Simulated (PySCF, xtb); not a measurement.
Mg(F)(iPr) (C3H7FMg), SMILES C[CH](C)[Mg][F]. Other conformers were not sampled.

Harmonic wavenumbers (cm⁻¹) from GFN2-xTB run with xtb at its own minimum, in rising order: 36, 89, 179, 247, 248, 281, 387, 442, 574, 925, 938, 943, 984, 1136, 1150, 1182, 1307, 1399, 1413, 1471, 1482, 1484, 1492, 2916, 2943, 2948, 2969, 2974, 2975, 2980.

Question: What does PBE0-D3(BJ)/def2-SVP in PySCF 2.14.0 give at its own minimum? (The exact figures need the calculation; the answer reports its results.)

Answer: 79, 93, 215, 229, 255, 269, 359, 456, 770, 902, 911, 950, 984, 1113, 1164, 1190, 1321, 1383, 1397, 1452, 1467, 1474, 1481, 3000, 3002, 3028, 3080, 3081, 3116, 3116. Paired by order, the mean absolute difference is 43 cm⁻¹ and the zero-point energies are 57.9 and 59.1 kcal/mol.
